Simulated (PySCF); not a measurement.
How methods differ on the ionisation energy of Cu²⁺

Cu²⁺ [Ar] 3d9 (2D) → Cu³⁺ [Ar] 3d8 (3F), as a difference of total energies. Calculation: PySCF 2.14, in x2c-TZVPPall (6s5p4d2f1g, 64 functions); scalar relativity by spin-free X2C-1e. Correlated levels: valence and next inner shell: [Ne] frozen. The calculations carry no spin-orbit coupling.

**Question.** Order these methods by the ionisation energy they give, lowest first.
A. CCSD(T) (valence and next inner shell)
B. SCS-MP2 (valence and next inner shell)
C. UHF
D. CCSD (valence and next inner shell)

**Answer.** C (34.004 eV), D (36.411 eV), A (36.499 eV), B (36.842 eV).

A first-order spin-orbit estimate (lowest level to lowest level, LS coupling) adds -0.066 eV.

Errors of the correlated levels include the incompleteness of this basis and the frozen core.

For comparison: 36.841 ± 0.012 eV (measured; NIST Atomic Spectra Database, ionization energies).
